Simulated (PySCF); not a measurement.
**Excitation energy of Al by level of theory**

Al [Ne] 3s2 3p1 (2P) → Al [Ne] 3s1 3p1 3d1 (high-spin determinant), as a difference of total energies. All numbers are calculated (PySCF 2.14, the spin-free X2C one-electron Hamiltonian (Gaussian nucleus), in aug-cc-pVTZ-DK). Correlated levels: valence: [Ne] frozen. The calculations carry no spin-orbit coupling.

```json
{"method": "UHF", "excitation energy (eV)": "7.710"}
{"method": "MP2 (valence)", "excitation energy (eV)": "8.491"}
{"method": "SCS-MP2 (valence)", "excitation energy (eV)": "8.760"}
{"method": "CCSD (valence)", "excitation energy (eV)": "8.607"}
{"method": "CCSD(T) (valence)", "excitation energy (eV)": "8.546"}
```

How much does correlation contribute at CCSD(T) (valence)?

8.546 − (7.710) = 0.836 eV, measured against UHF.

The upper state lies above the first ionisation limit, but in LS coupling its spin forbids autoionisation to the ground ion.

The promoted electron is Rydberg-like, and one or two diffuse shells describe it only roughly, which tends to raise the upper state.

The coupled-cluster amplitudes are large for the upper state (T1 above 0.03 or a double amplitude above 0.15), so a single reference is strained.

The determinant of the upper state mixes LS terms, which raises its energy above the lowest term, most at the Hartree-Fock and MP2 levels.
